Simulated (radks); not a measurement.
Neutral lutetium, 71 electrons, occupied as [Xe] 4f14 5d(up 0.625, down 0.375) 6s2 (fractional occupations, a model configuration). Method: non-relativistic Kohn-Sham, PBE, spin-polarised, spherical densities, point nucleus; relativity is left out, which matters for an element this heavy; computed with a radial shooting solver on a logarithmic mesh with Libxc functionals.

Normalised radial functions P(r) = r R(r), r in bohr:

```
   r/bohr * 6s down (the largest magnitude, 0.563, reaches the edge; | marks zero)
 0.001317                             |*
   0.0018                             |*
 0.002458                             |*
 0.003359                             |*
 0.004588                             | *
 0.006268                             | *
 0.008564                             | *
   0.0117                             | *
  0.01598                             | *
  0.02184                             |*
  0.02983                             *
  0.04075                           * |
  0.05568                          *  |
  0.07606                          *  |
   0.1039                             *
    0.142                             |   *
   0.1939                             |    *
   0.2649                             *
    0.362                      *      |
   0.4945                        *    |
   0.6756                             |   *
   0.9229                             |           *
    1.261                             |       *
    1.723                        *    |
    2.353         *                   |
    3.215  *                          |
    4.392     *                       |
        6               *             |
    8.197                        *    |
     11.2                            *|
```

6s down: eigenvalue -4.053 eV, 5 radial nodes at r = 0.0272, 0.102, 0.260, 0.600, 1.55 bohr, <r> = 3.98 bohr, 90 % of the charge inside 5.90 bohr.
